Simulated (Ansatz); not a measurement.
Start from `FC[SiH2][AlH][Cl]` and change one atom or group to get `FC[SiH2][SiH2]F`.

Ansatz, PBE0-D4/def2-TZVP geometries, multiplicity 1. Each molecule was computed in one conformer, which needn't be the lowest.

| property | `FC[SiH2][AlH][Cl]` |
| --- | --- |
| LUMO energy (PBE0/def2-TZVPP) / eV | -0.91 |
| LUMO energy (ωB97M-V/def2-TZVPP) / eV | 0.80 |
| HOMO energy (PBE0/def2-TZVPP) / eV | -7.32 |
| size of the dipole moment (ωB97M-V/def2-TZVPP) / D | 3.45 |
| HOMO energy (ωB97M-V/def2-TZVPP) / eV | -9.32 |
| LUMO energy (B3LYP/def2-TZVPP) / eV | -1.10 |

Q: Give the same properties after the change, and the shifts. (An estimate is asked.)

A: Computed: 
```
                                          property  `FC[SiH2][SiH2]F`  shift
                LUMO energy (PBE0/def2-TZVPP) / eV              -0.70   0.21
             LUMO energy (ωB97M-V/def2-TZVPP) / eV               1.05   0.25
                HOMO energy (PBE0/def2-TZVPP) / eV              -8.28  -0.96
size of the dipole moment (ωB97M-V/def2-TZVPP) / D               1.73  -1.72
             HOMO energy (ωB97M-V/def2-TZVPP) / eV             -10.35  -1.03
               LUMO energy (B3LYP/def2-TZVPP) / eV              -0.89   0.21
```

With PBE0 the HOMO falls by 0.96 eV and the LUMO rises by 0.21 eV, so the gap widens by about 1.17 eV. PBE moves the HOMO by -0.80 eV and ωB97M-V by -1.03 eV. Dipoles are sizes alone; their direction can turn.

B3LYP here is the variant with VWN-RPA as its local correlation; programs differ in this.
